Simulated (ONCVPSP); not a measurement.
**Before and after: ONCV potential for scandium**

* Element: Sc
* Generator: ONCVPSP 4.0.1
* Type: optimised norm-conserving Vanderbilt (ONCV)
* Functional: PBE
* Relativity: scalar-relativistic
* Frozen core: [Ar]
* Valence charge: 3
* Reference configuration: 3d1 4s2
* Partial waves: 4s: rc 3.00 bohr, ncon 4, nbas 8, qcut 2.5 1/bohr, 3 projectors, debl 1.9 Ha; p scattering state at 0.03 Ha: rc 2.30 bohr, ncon 4, nbas 8, qcut 3.4 1/bohr, 2 projectors, debl 3 Ha; 3d: rc 1.90 bohr, ncon 3, nbas 8, qcut 8.1 1/bohr, local
* Local potential: the d channel
* Core correction: Teter function, fcfact 2, rcfact 1

All-electron outer shells of the reference configuration (PBE, scalar-relativistic, ld1.x):

| shell | level (eV) | outermost node (bohr) | outermost maximum (bohr) |
| --- | --- | --- | --- |
| 3p | -33.63 | 0.39 | 0.97 |
| 4s | -4.18 | 1.33 | 3.14 |
| 3d | -3.23 | – | 1.10 |

Change: d: rc 1.66.

Cutoffs: the cutoffs (Ha) at which the residual kinetic energy of the hardest occupied pseudo-wave falls to 1 and 0.1 mHa per electron; they do not see the model core or the augmentation charge, which bear on the density cutoff. Errors are all-electron minus pseudo energies relative to the spin-unpolarised reference configuration.

Problem. What does the change do?

Solution. The potential gets harder (23 Ha and 27 Ha → 26 Ha and 29 Ha); both files keep a bound ghost (p); the lowest positive-energy flag moves from s at 18.4 eV to s at 7.8 eV; the errors of the 4 common tests hardly move. A smaller radius makes the pseudo-wave follow the all-electron one further in, where it bends more sharply, so more plane waves are needed.

```tsv
quantity	base	changed
cutoff, loose	23 Ha	26 Ha
cutoff, tight	27 Ha	29 Ha
loose cutoff by channel	s 2.2 Ha, d 23 Ha	s 2.2 Ha, d 26 Ha
bound ghosts	p	p
GHOST(+) flags under 300 eV	s at 18.4 eV	s at 7.8 eV
error for 3d1 4s1, meV [ΔE 6.90 eV]	+8.3	+8.2
error for 3d1 4s0, meV [ΔE 19.66 eV]	+275	+275
error for 3d1 4s1.5, meV [ΔE 2.75 eV]	+0.1	+0.1
error for 3d1 4s1 4p1, meV [ΔE 2.78 eV]	+10	+9.9
s: phases at 3.05 bohr within 0.05 rad from the reference energy up to (Ha; the scan ends near 5)	0.7	0.3
p: phases at 2.33 bohr within 0.05 rad from the reference energy up to (Ha; the scan ends near 5)	0.3	0.3
rms error of d²Exc/dni dnj with the model core, mHa	29.37	29.47
```

 A true bound ghost makes a file unfit for plane-wave use even where its test errors are small: the radial tests pick states by their node count and pass the ghost by.
